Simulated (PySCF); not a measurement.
Isomers of C3H10PSi2 (doublet state), one GFN2-xTB conformer each. Single-point energies are computed at B3LYP/pcH-1 (PySCF, gas phase, no added dispersion term), electronic only. GFN2-xTB treats the open shell by occupation alone, and not every SCF solution was tested for stability.

Problem. Rank them by B3LYP/pcH-1 energy, lowest first (kcal/mol).
A. `[CH2:1]=[CH:2][CH:3][Si@@H:4]([SiH3:5])[PH2:6]` (doublet state) with C1–C2–C3–Si4 -179°, C2–C3–Si4–Si5 111°, C3–Si4–P6–H -58° and 35°
B. `[CH2:1]=[CH:2][CH2:3][Si@@H:4]([SiH2:5])[PH2:6]` (doublet state) with C1–C2–C3–Si4 -104°, C2–C3–Si4–Si5 -172°, C3–Si4–Si5–H 155° and -72°, C3–Si4–P6–H -161° and -69°
C. `[CH2:1]=[CH:2][CH2:3][Si:4]([SiH3:5])[PH2:6]` (doublet state) with C1–C2–C3–Si4 -96°, C2–C3–Si4–Si5 168°, C3–Si4–P6–H -88° and 180°

Solution. A (0.0), C (2.2), B (5.9).

Neighbours under 5.0 kcal/mol apart (C=C[CH][Si@@H]([SiH3])P and C=CC[Si]([SiH3])P; C=CC[Si]([SiH3])P and C=CC[Si@@H]([SiH2])P) can change places with a better method, another conformer or zero-point energy. GFN2-xTB itself gives, in the same order: 8.2, 0.0, 5.4. GFN2-xTB puts C=CC[Si]([SiH3])P lowest instead; measured from each level's own lowest isomer, the values differ by up to 8.2 kcal/mol (C=C[CH][Si@@H]([SiH3])P: 8.2 against 0.0).

Problem. As an exercise, what shares would exp(−E/RT) give at 500 K from these electronic energies alone (no entropy, no degeneracies)?

Solution. RT = 0.994 kcal/mol: C=C[CH][Si@@H]([SiH3])P 89.7 %, C=CC[Si]([SiH3])P 10.1 %, C=CC[Si@@H]([SiH2])P 0.2 %.
